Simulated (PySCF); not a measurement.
**How methods differ on the excitation energy of Be**

Be [He] 2s2 (1S) → Be [He] 2p2 (3P), as a difference of total energies. Computed with PySCF 2.14 in ANO-RCC-VTZP (4s3p2d1f, 30 functions), with the spin-free X2C one-electron Hamiltonian (Gaussian nucleus). Correlated levels: valence: 1s2 frozen. The calculations carry no spin-orbit coupling.

```tsv
method	excitation energy (eV)
UHF	6.447
MP2 (valence)	7.059
SCS-MP2 (valence)	7.298
CCSD (valence)	7.489
```

**Question.** How much does correlation contribute at MP2 (valence)?

**Answer.** 7.059 − (6.447) = 0.612 eV, measured against UHF.

Errors of the correlated levels include the incompleteness of this basis and the frozen core.

The basis was made for the ground configuration and has no added diffuse functions, so the excitation energy can come out too high.

With two correlated electrons CCSD is exact in that space.

For comparison: 7.401 eV (measured; NIST levels, between the centres of gravity of the two terms).
